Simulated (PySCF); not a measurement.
## Electronic structure of Te³⁺ (tellurium, charge +3) at the TPSS level

Configuration: [Kr] 4d10 5s2 5p1, 2P determinant. Calculation: PySCF 2.14, in x2c-QZVPPall with one added diffuse shell each of s, p, d, f type (14s10p8d5f1g, 128 functions); scalar relativity by spin-free X2C-1e.

```
Total energy                                                  : -6791.47 hartree
One-electron energy                                           : -9261.78 hartree
Hartree (Coulomb) energy                                      : 2646.74 hartree
Exchange-correlation energy                                   : -176.42 hartree
⟨S²⟩                                                          : 0.7516
⟨L²⟩                                                          : 2.006
Sum of ⟨r⟩                                                    : 28.63 bohr
Sum of ⟨r²⟩                                                   : 32.82 bohr²
Traceless quadrupole moment −½Σ⟨3z² − r²⟩ along its main axis : -2.17 e·bohr²
Langevin diamagnetic susceptibility                           : -26.0 ×10⁻⁶ cm³/mol
```

```json
{"shell": "1s α", "electrons": "1", "mean orbital energy (eV)": "-31628.6", "spread (eV)": "0", "rms radius, mean of both spins (bohr)": "0.0318"}
{"shell": "1s β", "electrons": "1", "mean orbital energy (eV)": "-31628.5", "spread (eV)": "0", "rms radius, mean of both spins (bohr)": "0.0318"}
{"shell": "2s α", "electrons": "1", "mean orbital energy (eV)": "-4877.5", "spread (eV)": "0", "rms radius, mean of both spins (bohr)": "0.130"}
{"shell": "2s β", "electrons": "1", "mean orbital energy (eV)": "-4877.5", "spread (eV)": "0", "rms radius, mean of both spins (bohr)": "0.130"}
{"shell": "2p α", "electrons": "3", "mean orbital energy (eV)": "-4382.8", "spread (eV)": "0.085", "rms radius, mean of both spins (bohr)": "0.115"}
{"shell": "2p β", "electrons": "3", "mean orbital energy (eV)": "-4382.8", "spread (eV)": "0.136", "rms radius, mean of both spins (bohr)": "0.115"}
{"shell": "3s α", "electrons": "1", "mean orbital energy (eV)": "-997.90", "spread (eV)": "0", "rms radius, mean of both spins (bohr)": "0.344"}
{"shell": "3s β", "electrons": "1", "mean orbital energy (eV)": "-997.87", "spread (eV)": "0", "rms radius, mean of both spins (bohr)": "0.344"}
{"shell": "3p α", "electrons": "3", "mean orbital energy (eV)": "-836.24", "spread (eV)": "0.242", "rms radius, mean of both spins (bohr)": "0.345"}
{"shell": "3p β", "electrons": "3", "mean orbital energy (eV)": "-836.20", "spread (eV)": "0.299", "rms radius, mean of both spins (bohr)": "0.345"}
{"shell": "3d α", "electrons": "5", "mean orbital energy (eV)": "-590.74", "spread (eV)": "0.215", "rms radius, mean of both spins (bohr)": "0.323"}
{"shell": "3d β", "electrons": "5", "mean orbital energy (eV)": "-590.70", "spread (eV)": "0.272", "rms radius, mean of both spins (bohr)": "0.323"}
{"shell": "4s α", "electrons": "1", "mean orbital energy (eV)": "-196.21", "spread (eV)": "0", "rms radius, mean of both spins (bohr)": "0.813"}
{"shell": "4s β", "electrons": "1", "mean orbital energy (eV)": "-196.13", "spread (eV)": "0", "rms radius, mean of both spins (bohr)": "0.813"}
{"shell": "4p α", "electrons": "3", "mean orbital energy (eV)": "-146.06", "spread (eV)": "0.554", "rms radius, mean of both spins (bohr)": "0.876"}
{"shell": "4p β", "electrons": "3", "mean orbital energy (eV)": "-145.97", "spread (eV)": "0.705", "rms radius, mean of both spins (bohr)": "0.876"}
{"shell": "4d α", "electrons": "5", "mean orbital energy (eV)": "-72.552", "spread (eV)": "0.585", "rms radius, mean of both spins (bohr)": "1.04"}
{"shell": "4d β", "electrons": "5", "mean orbital energy (eV)": "-72.399", "spread (eV)": "0.799", "rms radius, mean of both spins (bohr)": "1.04"}
{"shell": "5s α", "electrons": "1", "mean orbital energy (eV)": "-43.034", "spread (eV)": "0", "rms radius, mean of both spins (bohr)": "2.04"}
{"shell": "5s β", "electrons": "1", "mean orbital energy (eV)": "-41.965", "spread (eV)": "0", "rms radius, mean of both spins (bohr)": "2.04"}
{"shell": "5p α", "electrons": "1", "mean orbital energy (eV)": "-32.177", "spread (eV)": "0", "rms radius, mean of both spins (bohr)": "2.36"}
```

Densities and radii are taken from the X2C orbitals without a picture-change correction, which distorts them close to the nucleus.
